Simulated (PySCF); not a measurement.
B₂H₈P₂.
SMILES: `[BH2-]1[PH2+][BH2-][PH2+]1`

The closed-shell ground state was solved at several levels (PySCF, density fitting, gas phase, non-relativistic). Isolated species at its PBE0-D3(BJ)/def2-SVP geometry, gas phase.

| level | basis functions | total energy (Eh) | HOMO (eV) | LUMO (eV) | gap (eV) | dipole (D) |
| --- | --- | --- | --- | --- | --- | --- |
| B3LYP/pcSseg-2 | 270 | -737.3241 | -7.61 | -0.65 | 6.96 | 0.88 |
| PBE0/pcSseg-1 | 122 | -736.8427 | -7.84 | -0.28 | 7.56 | 0.90 |

Task: What might CAM-B3LYP/def2-SVPD (152 basis functions) give for the same quantities?

Result: Total energy -736.9321 Eh, HOMO -9.13 eV, LUMO 0.58 eV, gap 9.71 eV, dipole 0.94 D.

Task: Over all these levels, which gives the widest orbital gap and which the narrowest?

Result: CAM-B3LYP/def2-SVPD (range-separated hybrid) has the widest, 9.71 eV, and B3LYP/pcSseg-2 (global hybrid, 20 % exact exchange) the narrowest, 6.96 eV. Functional and basis both differ between the two, so the spread mixes both effects.

Task: How far do the dipole and the HOMO energy spread over the levels?

Result: The dipole runs from 0.88 to 0.94 D (mean 0.91 D) and the HOMO from -9.13 to -7.61 eV.
